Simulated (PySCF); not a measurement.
Level of theory: r2SCAN-D4/def2-TZVP (PySCF). All species are isolated molecules in the gas phase. One relaxed conformer stands for a flexible species; it need not be the lowest. 

Reference species (SMILES): `[NH2][GaH][NH2]` (neutral, multiplicity 1).

- HOMO–LUMO gap = 5.47 eV

Changed species: `[NH2][Ga]([NH2])[NH2]` (whole molecule; the reference has whole molecule).

### Question
Predict the effect on the HOMO–LUMO gap.

### Answer
the HOMO–LUMO gap is nearly the same.
